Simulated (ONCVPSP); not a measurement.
What the settings do to the ONCV potential of He

Base potential:

```
Element                 : helium (He)
Generator               : ONCVPSP 4.0.1
Type                    : optimised norm-conserving Vanderbilt (ONCV)
Functional              : PBE
Relativity              : scalar-relativistic
Frozen core             : none
Valence charge          : 2
Reference configuration : 1s2
Partial waves           : 1s: rc 0.40 bohr, ncon 3, nbas 7, qcut 18.3 1/bohr, 3 projectors, debl 2.6 Ha; p scattering state at 0.37 Ha: rc 0.45 bohr, ncon 5, nbas 10, qcut 21.9 1/bohr, 3 projectors, debl 2.4 Ha
Local potential         : polynomial inside 0.35 bohr (lpopt 5, dvloc0 0 Ha)
Core correction         : none
```

Cutoffs, loose and tight: the cutoffs (Ha) at which the residual kinetic energy of the hardest occupied pseudo-wave falls to 1 and 0.1 mHa per electron. They do not see the model core or the augmentation charge, which bear on the density cutoff. Test errors are all-electron minus pseudo excitation energies from the reference, over the configurations 1s1; 1s1.5. A dash means not determined; rows that change the core or the reference have their own tests.

A true bound ghost makes a file unfit for plane-wave use even where its test errors are small: the radial tests pick states by their node count and pass the ghost by.

| change | outcome | cutoff, loose | cutoff, tight | bound ghosts | GHOST(+) flags above zero | largest test error (meV) |
| --- | --- | --- | --- | --- | --- | --- |
| base | generated | 113 Ha | 158 Ha | none | s, p | -120 |
| all radii scaled by about 1.08 (s 0.44, p 0.48 bohr); local potential polynomial inside 0.38 bohr (lpopt 5, dvloc0 0 Ha) | generated | 105 Ha | 143 Ha | none | s, p | -49 |
| all radii scaled by about 1.15 (s 0.46, p 0.52 bohr); local potential polynomial inside 0.42 bohr (lpopt 5, dvloc0 0 Ha) | generated | 102 Ha | 137 Ha | none | s | -31 |
| all radii scaled by about 1.25 (s 0.50, p 0.56 bohr); local potential polynomial inside 0.44 bohr (lpopt 5, dvloc0 0 Ha) | generated | 96 Ha | 129 Ha | none | none | -17 |
| all radii scaled by about 1.34 (s 0.54, p 0.60 bohr); local potential polynomial inside 0.46 bohr (lpopt 5, dvloc0 0 Ha) | generated | 91 Ha | 122 Ha | none | none | -8.5 |

(1) What comes out with this change to the base: all radii scaled by about 0.85 (s 0.34, p 0.38 bohr); local potential polynomial inside 0.30 bohr (lpopt 5, dvloc0 0 Ha)?

(2) What comes out with this change to the base: all radii scaled by about 0.80 (s 0.32, p 0.36 bohr); local potential polynomial inside 0.28 bohr (lpopt 5, dvloc0 0 Ha)?

(3) What comes out with this change to the base: all radii scaled by about 0.94 (s 0.38, p 0.42 bohr); local potential polynomial inside 0.34 bohr (lpopt 5, dvloc0 0 Ha)?

Answers

(1) outcome: generated; cutoff, loose: 130 Ha; cutoff, tight: 315 Ha; bound ghosts: p; GHOST(+) flags above zero: s; largest test error (meV): -146.

(2) outcome: failed: oncvpsp: lschvkbb ERROR 1 0 100. Cause: the bound-state solver with the separable projectors failed.

(3) outcome: generated; cutoff, loose: 118 Ha; cutoff, tight: 169 Ha; bound ghosts: p; GHOST(+) flags above zero: s; largest test error (meV): -179.

Reading the sweep of the scale of all radii (base = 1) (base included, trends over the rows without a ghost): The loose cutoff falls from 113 Ha at 1 to 91 Ha at 1.34. A larger radius leaves more room for a smooth pseudo-wave, so fewer plane waves are needed; a smaller one forces it to follow the all-electron wave where it bends sharply. The median size of the test errors (rows with all tests solved) falls from 85.4 meV at 1 to 6.7 meV at 1.34. This runs against the usual rule that a larger radius transfers worse; these runs do not show why. Bound ghosts are found at 0.85, 0.94. The generation fails at 0.8.
